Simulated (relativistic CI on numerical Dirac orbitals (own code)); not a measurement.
## Nb XXVI: q coefficients and field-shift factors

Calculated at this level of theory: Dirac-Coulomb-Breit CI, KLI orbitals optimised for each configuration, derivatives by finite differences, unscaled Slater integrals, QED left out (own radial code, finite nucleus).

Configurations in the expansion (outside the closed core [Ne]): 3s2 3p4, 3s 3p5, 3s2 3p3 3d, 3p6, 3s 3p4 3d, 3p5 3d, 3p4 3d2, 3p3 3d3. Double excitations out of closed p, d and f shells are left out; levels of such configurations are missing from the list, as are those of other unlisted configurations, and high levels can miss mixing partners.

With x = (α/α₀)² − 1 an excitation energy changes as ω = ω₀ + qx; K = 2q/ω₀ is the relative enhancement. Terms are leading LS components, so labels can repeat. The field-shift factor is F = δν/δ⟨r²⟩ for the transition from the lowest level.

Lowest level 3s2 3p4 3P_2.

| Level | ω₀ (cm⁻¹) | q (cm⁻¹) | K | F (GHz/fm²) |
| --- | --- | --- | --- | --- |
| 3s2 3p4 3P_0 | 72262 | 18100 | 0.501 | -0.903 |
| 3s2 3p4 3P_1 | 154401 | 176000 | 2.28 | -2.43 |
| 3s2 3p4 1D_2 | 199309 | 171900 | 1.72 | -2.33 |
| 3s2 3p4 1S_0 | 395143 | 336300 | 1.7 | -6.72 |
| 3s 3p5 3P°_2 | 737558 | 185700 | 0.503 | -137 |
| 3s 3p5 3P°_1 | 791598 | 179700 | 0.454 | -112 |
| 3s2 3p3 3d 5D°_0 | 862261 | 126400 | 0.293 | -31.6 |
| 3s2 3p3 3d 5D°_2 | 864944 | 31130 | 0.072 | 0.501 |
| 3s2 3p3 3d 5D°_3 | 872640 | 46810 | 0.107 | 2.19 |
| 3s2 3p3 3d 5D°_1 | 898449 | 116300 | 0.259 | -21.3 |
| 3s2 3p3 3d 5D°_4 | 900922 | 80140 | 0.178 | 2.24 |
| 3s 3p5 3P°_0 | 914103 | 282100 | 0.617 | -104 |
| 3s2 3p3 3d 5D°_2 | 934266 | 113100 | 0.242 | -4.63 |
| 3s2 3p3 3d 1P°_1 | 959524 | 288000 | 0.6 | -93 |
| 3s2 3p3 3d 3G°_3 | 986708 | 110500 | 0.224 | 1.72 |
| 3s2 3p3 3d 3D°_1 | 1004417 | 155300 | 0.309 | 1.01 |
| 3s2 3p3 3d 3F°_2 | 1008842 | 173300 | 0.343 | 0.0295 |
| 3s2 3p3 3d 1S°_0 | 1020110 | 172800 | 0.339 | 0.427 |
| 3s2 3p3 3d 3F°_3 | 1026224 | 177200 | 0.345 | 1.03 |
| 3s2 3p3 3d 3D°_3 | 1040763 | 198900 | 0.382 | 1.1 |
| 3s2 3p3 3d 3G°_4 | 1049963 | 199600 | 0.38 | 0.95 |
| 3s2 3p3 3d 3D°_1 | 1069514 | 121300 | 0.227 | -10.6 |
| 3s2 3p3 3d 3F°_4 | 1074124 | 189000 | 0.352 | 1.25 |

At this charge energies of transitions that change n are usually good to better than 1 %, and those within a shell (Δn = 0) to a few per cent.
